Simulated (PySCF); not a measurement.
Molfile (atoms numbered from 1):
```
C7H11FSi
     RDKit          3D

 20 20  0  0  0  0  0  0  0  0999 V2000
    3.6738    0.2708    0.0190 C   0  0  0  0  0  0  0  0  0  0  0  0
    2.4275    0.1720   -0.4587 C   0  0  0  0  0  0  0  0  0  0  0  0
    0.9385   -0.2538    0.5862 Si  0  0  2  0  0  4  0  0  0  0  0  0
   -0.0684   -1.7198   -0.0881 C   0  0  0  0  0  0  0  0  0  0  0  0
   -1.4004   -1.0989   -0.4073 C   0  0  0  0  0  0  0  0  0  0  0  0
   -1.5964    0.2060   -0.1602 C   0  0  0  0  0  0  0  0  0  0  0  0
   -2.8843    0.9066   -0.4439 C   0  0  0  0  0  0  0  0  0  0  0  0
   -3.8286    0.0716   -0.9770 F   0  0  0  0  0  0  0  0  0  0  0  0
   -0.4732    1.0162    0.4393 C   0  0  0  0  0  0  0  0  0  0  0  0
    3.8974    0.1071    1.0797 H   0  0  0  0  0  0  0  0  0  0  0  0
    4.5287    0.5188   -0.6202 H   0  0  0  0  0  0  0  0  0  0  0  0
    2.2713    0.3478   -1.5326 H   0  0  0  0  0  0  0  0  0  0  0  0
    1.4082   -0.4420    1.9947 H   0  0  0  0  0  0  0  0  0  0  0  0
   -0.1658   -2.5442    0.6400 H   0  0  0  0  0  0  0  0  0  0  0  0
    0.3967   -2.1674   -0.9842 H   0  0  0  0  0  0  0  0  0  0  0  0
   -2.2083   -1.6992   -0.8368 H   0  0  0  0  0  0  0  0  0  0  0  0
   -2.7116    1.7422   -1.1489 H   0  0  0  0  0  0  0  0  0  0  0  0
   -3.2866    1.3473    0.4884 H   0  0  0  0  0  0  0  0  0  0  0  0
   -0.7599    1.4441    1.4166 H   0  0  0  0  0  0  0  0  0  0  0  0
   -0.2025    1.8759   -0.1999 H   0  0  0  0  0  0  0  0  0  0  0  0
  1  2  2  0
  2  3  1  0
  3  4  1  0
  4  5  1  0
  5  6  2  0
  6  7  1  0
  7  8  1  0
  6  9  1  0
  9  3  1  0
  1 10  1  0
  1 11  1  0
  2 12  1  0
  3 13  1  1
  4 14  1  0
  4 15  1  0
  5 16  1  0
  7 17  1  0
  7 18  1  0
  9 19  1  0
  9 20  1  0
M  END
```

Geometry: PBE0-D3(BJ)/def2-SVP; GIAO shifts from PySCF 2.14, gas phase, non-relativistic, averaged over equivalent atoms.

At wB97X-D/pcSseg-1 (215 basis functions, 93 s wall time on 1 thread of an Arm Neoverse N1, shared host):
```tsv
atoms	δ (ppm)
C6	148.6
C1	146.0
C2	144.1
C5	133.5
C7	85.8
C4	16.7
C9	14.6
Si3	4.4
F8	-237.7
H11	6.34
H12	6.33
H10	6.33
H16	6.21
H17	4.79
H18	4.77
H13	4.69
H14	1.73
H15	1.52
H19	1.26
H20	1.04
```

References, each an isolated molecule treated in the same way: 13C (σ = 184.54 ppm) and 29Si (σ = 352.93 ppm) and 1H (σ = 31.38 ppm) against TMS; CFCl3 for 19F (σ = 187.16 ppm).

Predict the values at PBE0/pcSseg-1 on the same geometry.

Answers


```json
{"atoms": "C6", "δ at PBE0/pcSseg-1": "148.0", "change": "-0.6"}
{"atoms": "C1", "δ at PBE0/pcSseg-1": "145.0", "change": "-1.0"}
{"atoms": "C2", "δ at PBE0/pcSseg-1": "144.5", "change": "+0.4"}
{"atoms": "C5", "δ at PBE0/pcSseg-1": "132.7", "change": "-0.8"}
{"atoms": "C7", "δ at PBE0/pcSseg-1": "86.1", "change": "+0.3"}
{"atoms": "C4", "δ at PBE0/pcSseg-1": "18.0", "change": "+1.3"}
{"atoms": "C9", "δ at PBE0/pcSseg-1": "15.6", "change": "+1.0"}
{"atoms": "Si3", "δ at PBE0/pcSseg-1": "4.1", "change": "-0.3"}
{"atoms": "F8", "δ at PBE0/pcSseg-1": "-243.1", "change": "-5.4"}
{"atoms": "H11", "δ at PBE0/pcSseg-1": "6.36", "change": "+0.02"}
{"atoms": "H12", "δ at PBE0/pcSseg-1": "6.39", "change": "+0.06"}
{"atoms": "H10", "δ at PBE0/pcSseg-1": "6.33", "change": "+0.00"}
{"atoms": "H16", "δ at PBE0/pcSseg-1": "6.22", "change": "+0.01"}
{"atoms": "H17", "δ at PBE0/pcSseg-1": "4.85", "change": "+0.06"}
{"atoms": "H18", "δ at PBE0/pcSseg-1": "4.83", "change": "+0.06"}
{"atoms": "H13", "δ at PBE0/pcSseg-1": "4.71", "change": "+0.02"}
{"atoms": "H14", "δ at PBE0/pcSseg-1": "1.84", "change": "+0.11"}
{"atoms": "H15", "δ at PBE0/pcSseg-1": "1.63", "change": "+0.11"}
{"atoms": "H19", "δ at PBE0/pcSseg-1": "1.35", "change": "+0.09"}
{"atoms": "H20", "δ at PBE0/pcSseg-1": "1.12", "change": "+0.08"}
```

Referencing at the same level of theory: 13C (σref 184.41), 29Si (σref 351.99), 1H (σref 31.27) against TMS; 19F (σref 177.25) vs CFCl3.

The largest change is at F8 (fluorine on an sp3 carbon). Cost: 215 basis functions, 78 s wall time on 1 thread of an Arm Neoverse N1, shared host. The order of the carbon signals is the same at both levels.

Unscaled 19F shifts against computed CFCl3 carry errors that often reach 10 to 50 ppm.
